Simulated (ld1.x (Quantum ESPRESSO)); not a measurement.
## calcium (Ca): one change to a TM potential, before and after

- Element: Ca (Z = 20)
- Generator: ld1.x (Quantum ESPRESSO) 7.5
- Type: norm-conserving Troullier–Martins (Kleinman–Bylander form)
- Functional: BLYP
- Relativity: scalar-relativistic
- Frozen core: [Ar]
- Valence charge: 2
- Reference configuration: 3d0 4s1 4p0 (charge +1)
- Partial waves: 4p (bound, empty): rc 4.15 bohr; 3d (bound, empty): rc 2.30 bohr; 4s (bound): rc 3.15 bohr
- Local potential: the s channel
- Core correction: Bessel-smoothed model core inside 2.20 bohr

All-electron outer shells of the reference configuration (BLYP, scalar-relativistic, ld1.x):

| shell | level (eV) | outermost node (bohr) | outermost maximum (bohr) |
| --- | --- | --- | --- |
| 3p | -34.67 | 0.42 | 1.04 |
| 4s | -8.99 | 1.42 | 3.09 |
| 3d | -8.27 | – | 1.24 |
| 4p | -5.90 | 1.60 | 3.83 |

Change: functional LDA (PZ).

Cutoffs: the cutoffs (Ry, on a coarse ladder) from which the occupation-weighted sum of valence levels, in a spherical-Bessel basis at the reference potential, stays within 10 and 1 mRy of its value at 400 Ry; they do not see the model core or the augmentation charge, which bear on the density cutoff. Errors are all-electron minus pseudo energies relative to the spin-unpolarised reference configuration.

What does the change do?

Both files are so soft that the ladder of cutoffs tells neither apart; the number of tests that count goes from 7 to 8; of the 6 tests that both files solve, the error grows in 3 and shrinks in 0 by more than 15 % and 0.3 meV (median size 4.1 → 5.3 meV); neither file shows a bound ghost at the reference potential, the only one tested.

```tsv
quantity	base	changed
cutoff, loose	6 Ry	6 Ry
cutoff, tight	10 Ry	10 Ry
bound ghosts	none	none
tests counted (converged, no solver errors)	7 of 7	8 of 9
error for 3d0 4s2 4p0, meV [ΔE -6.23 → -6.46 eV]	+0.2	-0.7
error for 3d0 4s1.5 4p0, meV [ΔE -3.79 → -3.90 eV]	-0.1	-0.6
error for 3d0 4s1 4p1, meV [ΔE -3.76 → -3.97 eV]	+2.2	+2.1
error for 3d0.5 4s1.5 4p0, meV [ΔE -5.18 → -5.44 eV]	-51	-56
error for 3d1 4s1 4p0, meV [ΔE -3.95 → -4.22 eV]	-136	-150
error for 3d0 4s0 4p1, meV [ΔE 3.13 → 3.12 eV]	-6.0	-8.5
s: phases at 4.47 bohr within 0.05 rad from the reference energy up to (Ry; the scan ends near 5)	0.4	0.4
p: phases at 4.47 bohr within 0.05 rad from the reference energy up to (Ry; the scan ends near 5)	0.8	0.8
d: phases at 4.47 bohr within 0.05 rad from the reference energy up to (Ry; the scan ends near 5)	-0.2	-0.2
```

Base: The cutoffs count occupied waves only; the empty 3d level needs 35 Ry at the loose tolerance. Changed file: The cutoffs count occupied waves only; the empty 3d level needs 35 Ry at the loose tolerance. Tests not counted: 3d1 4s0 4p0 (solver errors, printed error -225 meV).
